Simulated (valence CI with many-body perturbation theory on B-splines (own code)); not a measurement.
Values are calculated unless marked as measured or tabulated.
**Sensitivity of CI+MBPT for Sr VI**

Level of theory: relativistic CI+MBPT: five valence electrons over a frozen Dirac-Fock core [Ar] 3d10, radial functions for each j: 6 s, 6 p, 5 d, 3 f, 1 g, with the one-electron correlation potential Σ1 (screened to all orders), the two-electron term Σ2, the three-electron term Σ3, Breit, model QED; selected single and double excitations, second order for the rest, scaled by the run's own slope (own B-spline code, finite nucleus).

Set against measurement, 12 paired levels are off by 194 cm⁻¹ on average, the worst by 376. These come from a selection out of Sansonetti, J. Phys. Chem. Ref. Data 41, 013102 (2012). Levels without a partner in it may be off by more. Among the levels kept, up to 1700 cm⁻¹ of a level comes from second order outside the variational space, and about a tenth of that is noise between levels of different J, which matters for small intervals.

The reference run has the lowest level 4s2 4p3 4S°_3/2 and an ionisation energy of 88.2746 eV. Its largest variational space holds 9999 state functions.

Names give the largest LS component (configuration and term), which can be under half, so a name can repeat, a term be missing and a line seem to break the LS rules; names also repeat where a configuration has a term twice. Letters in brackets count levels of one name in rising energy.

Changed runs:
A. core polarisation of operators on → off
B. size limit of the variational space 10000 → 3000; logarithmic knot step 0.27 → 0.33
C. scale of Σ2 1 → 0.8
D. scale of Σ1 1 → -1 (bad on purpose)

Excitation energies of the reference run in cm⁻¹, and shifts in cm⁻¹:

```tsv
Level	Reference	A	B	C	D
4s2 4p3 2D°_3/2	20425	0	-10	+81	-145
4s2 4p3 2D°_5/2	23800	0	-17	+71	-396
4s2 4p3 2P°_1/2	38907	0	-23	+109	-553
4s2 4p3 2P°_3/2	43899	0	-19	+84	-966
4s 4p4 4P_5/2	152963	0	+30	-244	-2924
4s 4p4 4P_3/2	159368	0	+16	-263	-3294
4s 4p4 4P_1/2	162014	0	-15	-262	-3404
4s 4p4 2D_3/2	188333	0	-5.5	-33	-3564
4s 4p4 2D_5/2	189986	0	+1.0	-43	-3690
4s 4p4 2P_3/2	215719	0	-10	+232	-4172
4s 4p4 2S_1/2 [a]	216853	0	-29	+252	-3930
4s 4p4 2S_1/2 [b]	227433	0	-30	+176	-4570
Ionisation energy (eV)	88.2746	0	-0.0045	+0.0333	-1.3895
```

No effect on these energies: A.
